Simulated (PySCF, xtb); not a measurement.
C₄H₂BrCl, SMILES C#C/C(Cl)=C\Br.

xtb with GFN2-xTB at its own geometry gives an orbital gap of 3.34 eV and a dipole moment of 2.14 D.

The structure is a stationary point at PBE0-D3(BJ)/def2-SVP. The structure was generated by enumeration; whether it is a known compound was not checked.

Problem. What does PBE/def2-TZVP in PySCF give? (An estimate is asked for; the answer gives what the named calculation found.)

Solution. gap 3.53 eV (levels -6.02 and -2.50 eV), dipole 0.51 D.
